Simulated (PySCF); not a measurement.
Vertical excitations of a molecule CH8O2Si3 from TDA-PBE/def2-SVPD (PySCF), as energy in eV (oscillator strength): 5.14 (0.002), 5.41 (0.009), 5.64 (0.006), 5.81 (0.002), 5.95 (0.034), 6.22 (0.012). Lowest triplet (TDA): 4.90 eV. Coordinates come from a TPSSh-D3(BJ)/def2-SVP optimisation. One conformer was computed; it need not be the lowest.

### Question
Pick the molecule that these values belong to.
(A) [SiH3][SiH2]C1O[SiH2]O1
(B) O[Si@H]1OC[SiH2][SiH2]1
(C) [SiH3][Si]1([SiH3])OCO1
(D) O=CO[SiH2][SiH2][SiH3]

### Answer
D, O=CO[SiH2][SiH2][SiH3]
